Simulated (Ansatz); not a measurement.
```xyz
18

C     0.0000    0.0000    0.0000
C     1.1691    0.6750    0.0000
C     2.4249   -0.0500    0.0000
C     3.5940    0.6250    0.0000
C     4.8497   -0.1000    0.0000
C     5.4343   -0.4375    1.1691
C     6.6901   -1.1625    1.1691
C     7.2746   -1.5000    2.3383
H     0.0000   -1.0900    0.0000
H    -0.9440    0.5450    0.0000
H     1.1691    1.7650    0.0000
H     2.4249   -1.1400    0.0000
H     3.5940    1.7150    0.0000
H     5.3217   -0.3725   -0.9440
H     4.9623   -0.1650    2.1131
H     7.1620   -1.4350    0.2252
H     6.8026   -1.2275    3.2822
H     8.2186   -2.0450    2.3383
```

Basis set: def2-TZVP (spherical functions). Charge 0, multiplicity 3.

Computed with Ansatz (development build ahead of 0.2.0); each method stands on the lowest determinant of its kind that the runs found. Restricted functionals stand beside restricted open-shell atoms, which can lie above the unrestricted atoms usual in DFT and then raise those values.

The atomization energy at this shape (free ground-state atoms in the same class of orbitals less the molecule, no zero-point energy) of triplet C₈H₁₀:

```csv
method,atomization energy
ωB97X (restricted open-shell),7656.8 kJ/mol
PBE0 (unrestricted),7714.6 kJ/mol
```

What does PBE0 (restricted open-shell) give?

7746.3 kJ/mol. Caution: another spin multiplicity may lie lower; the shape is not the minimum.
